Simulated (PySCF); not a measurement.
**Electric properties by functional and basis**

Species: C₂H₁₁AlN₂.
Numbering: `[CH3:1][N:2]([CH3:3])[AlH2-:4][NH3+:5]` (hydrogens: H6, H7, H8 on C1; H9, H10, H11 on C3; H12, H13 on Al4; H14, H15, H16 on N5)

Geometry (PBE0-D3(BJ)/def2-SVP, Å), atoms numbered from 1 in this order:
```
atom  x, y, z in Å
C1    -1.7761   -0.9325   -0.6526
N2    -0.6636   -0.2071   -0.1038
C3    -1.0744    0.7399    0.8834
Al4    1.0078   -0.6025   -0.7398
N5     2.1625    0.6979    0.3618
H6    -2.3322   -1.5142    0.1148
H7    -2.5195   -0.2704   -1.1481
H8    -1.4422   -1.6573   -1.4163
H9    -1.5915    0.2683    1.7492
H10   -1.7812    1.5025    0.4853
H11   -0.2211    1.3010    1.3027
H12    1.6822   -1.9946   -0.2909
H13    1.3937   -0.1048   -2.2222
H14    3.1456    0.5684    0.1178
H15    1.9285    1.6752    0.1807
H16    2.0736    0.5386    1.3666
```

PySCF, dipoles from the SCF density, polarisabilities from static response with core orbitals frozen. Geometry: PBE0-D3(BJ)/def2-SVP, one conformer, isolated molecule.

Task: Compare the levels for these properties.

Result: 

```tsv
level	μ (D)	α (Å³)	anisotropy (Å³)
LDA/def2-SVPD	5.082	12.42	2.38
PBE/def2-SVPD	5.076	12.12	2.33
B3LYP/def2-SVPD	5.127	11.57	2.03
PBE0/def2-SVPD	5.141	11.47	2.04
BHandHLYP/def2-SVPD	5.184	10.97	1.79
CAM-B3LYP/def2-SVPD	5.162	11.31	1.90
wB97X-D/def2-SVPD	5.162	11.34	1.89
LC-wPBE/def2-SVPD	5.208	10.97	1.81
HF/def2-SVPD	5.290	10.36	1.53
PBE0/6-31G*	5.431	9.09	1.67
PBE0/6-31+G*	5.303	10.46	1.36
PBE0/def2-SVP	5.413	9.57	1.66
PBE0/aug-cc-pVDZ	5.112	11.88	2.02
PBE0/def2-TZVP	5.192	10.85	1.93
PBE0/def2-TZVPD	5.114	11.72	2.04
```

The anisotropy is √(½[(α1 − α2)² + (α2 − α3)² + (α3 − α1)²]). The dipole runs from 5.08 D (PBE/def2-SVPD) to 5.43 D (PBE0/6-31G*). No reference polarisability is at hand; against PBE0 in the largest diffuse basis at hand (def2-TZVPD) the other PBE0 rows deviate by 6-31G* -22%, 6-31+G* -11%, def2-SVP -18%, def2-SVPD -2%, aug-cc-pVDZ +1%, def2-TZVP -7%. In one basis (def2-SVPD) the functionals order the polarisability from HF (lowest) to LDA (highest), a spread of 20%. With PBE0 the polarisability is 9.84 Å³ without diffuse functions (mean of 6-31G*, def2-SVP and def2-TZVP) and 11.38 Å³ with them (mean of 6-31+G*, def2-SVPD, aug-cc-pVDZ and def2-TZVPD).
